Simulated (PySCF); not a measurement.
## Calculated data, CH7BOSi

Calculation on a computer-drawn molecule: the log of a Hartree-Fock and frozen-core CCSD(T) single point meant for a local Hartree-Fock minimum, with one planted fault or none, to be diagnosed. Offsets are logged minus clean, where the clean run is the same molecule without the fault. The reference is restricted for singlets and unrestricted otherwise, and also for a bond in bohr or an excited solution. Adding or removing an electron swaps singlet and doublet. The excited solution moves the top pair (singlet) or top alpha electron (doublet) to the lowest empty orbital. Highest occupied and lowest empty are orbital energies over both spins, largest force is the largest gradient component, triples share is (T) over the correlation energy, the T1 limit is 0.02 restricted and 0.045 unrestricted, electrons count all cores, a negative frequency is imaginary (commonest isotopes), and the dipole is about the centre of nuclear charge. Program: PySCF 2.14.0.

```xyz
11
formula=CH7BOSi meant_charge=0 meant_multiplicity=1 meant_basis=cc-pV(D+d)Z logged_electrons=40 logged_basis_functions=100 logged_SCF_converged=yes logged_spin_squared=2.0098 logged_highest_occupied=-5.913 logged_lowest_empty=-1.2409 logged_largest_force=0.029008 logged_T1_diagnostic=0.027155 logged_D1_diagnostic=0.16596 logged_triples_share=0.026985 logged_CC_converged=yes logged_dipole_magnitude=0.10964 logged_SCF_stable_within_its_kind=yes logged_energy_HF=-430.28224 logged_energy_CCSD(T)=-430.86134 possible_faults=no_fault,one_electron_removed,one_electron_added,multiplicity_raised_by_two,geometry_at_a_saddle_point,SCF_held_on_an_excited_solution,minimal_basis_STO-3G,one_bond_length_entered_in_bohr,all_coordinates_scaled planted_fault=multiplicity_raised_by_two HF_energy_offset_from_clean_run=104.2 CCSD(T)_energy_offset_from_clean_run=110.3
C     -2.2784    -2.0311    -0.9404
O     -1.2815    -1.1961    -0.3992
B      0.0198    -1.2913    -0.7049
Si     1.3535    -0.0040     0.1650
H     -3.0095    -1.4139    -1.4615
H     -2.7785    -2.5550    -0.1265
H     -1.8534    -2.7570    -1.6344
H      0.3830    -2.1371    -1.4899
H      2.0713     0.7715    -0.8823
H      2.3782    -0.7688     0.9258
H      0.7062     0.9564     1.0930
```

Units: logged_highest_occupied, logged_lowest_empty in eV; logged_largest_force in hartree/bohr; logged_dipole_magnitude in debye; logged_energy_HF, logged_energy_CCSD(T) in hartree; HF_energy_offset_from_clean_run, CCSD(T)_energy_offset_from_clean_run in kcal/mol.

Drawn bonds:
```tsv
atom	other atom	order
1	2	1
2	3	1
3	4	1
1	5	1
1	6	1
1	7	1
3	8	1
4	9	1
4	10	1
4	11	1
```
